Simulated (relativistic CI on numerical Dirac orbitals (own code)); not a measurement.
## Ligand-field terms of d6

Computed with a parametric ligand-field model of a d^n configuration (Racah B and C, spin-orbit zeta, crystal field), exact diagonalisation.

Field parameters in Wybourne normalisation: Oh B⁴₀ = 21Dq, B⁴₄ = √(5/14) B⁴₀. The field is a parameter set, without covalency.

(1) Lowest levels for B = 600, C = 2430, ζ = 420 cm⁻¹, Oh, 10Dq = 6450 cm⁻¹?

(2) Lowest levels for B = 480, C = 1920, ζ = 720 cm⁻¹, Oh, 10Dq = 28550 cm⁻¹?

(3) Lowest levels for B = 470, C = 1970, ζ = 3500 cm⁻¹, Oh, 10Dq = 39150 cm⁻¹?

(4) Lowest levels for B = 460, C = 1650, ζ = 670 cm⁻¹, Oh, 10Dq = 26600 cm⁻¹?

(5) Lowest levels for B = 360, C = 1290, ζ = 810 cm⁻¹, Oh, 10Dq = 28900 cm⁻¹?

Answers

(1) T2 0 (S 2.00), E 183 (S 2.00), T1 203 (S 2.00), A1 444 (S 1.99), T1 491 (S 2.00), T2 520 (S 2.00), A2 6770 (S 2.00), T2 6770 (S 2.00), E 6771 (S 1.99) cm⁻¹, with S from ⟨S²⟩ = S(S + 1). The ground level has 2.00 electrons in the cubic e pair.

(2) A1 0 (S 0.01), E 22769 (S 1.00), T2 22818 (S 1.00), T1 23253 (S 1.00), A1 23573 (S 1.00), T1 26112 (S 0.87), E 26431 (S 1.00), T2 26848 (S 1.00), A2 27072 (S 1.00) cm⁻¹, with S from ⟨S²⟩ = S(S + 1). The ground level has 0.02 electrons in the cubic e pair.

(3) A1 0 (S 0.10), E 31429 (S 1.02), T2 32211 (S 0.99), T1 32742 (S 0.90), A1 36638 (S 1.01), T1 37269 (S 0.92), E 38490 (S 1.00), T2 39502 (S 1.01), A2 40275 (S 1.00) cm⁻¹, with S from ⟨S²⟩ = S(S + 1). The ground level has 0.06 electrons in the cubic e pair; its S is far from a half-integer, so spin-orbit coupling mixes spin states.

(4) A1 0 (S 0.01), E 21590 (S 1.00), T2 21634 (S 1.00), T1 22042 (S 1.00), A1 22341 (S 1.00), T1 24705 (S 0.78), E 25093 (S 1.00), T2 25485 (S 1.00), A2 25695 (S 1.00) cm⁻¹, with S from ⟨S²⟩ = S(S + 1). The ground level has 0.02 electrons in the cubic e pair.

(5) A1 0 (S 0.01), E 24810 (S 1.00), T2 24885 (S 1.00), T1 25333 (S 0.99), A1 25732 (S 1.00), T1 27299 (S 0.73), E 27808 (S 1.00), T2 28215 (S 1.00), T1 28400 (S 0.52) cm⁻¹, with S from ⟨S²⟩ = S(S + 1). The ground level has 0.02 electrons in the cubic e pair.
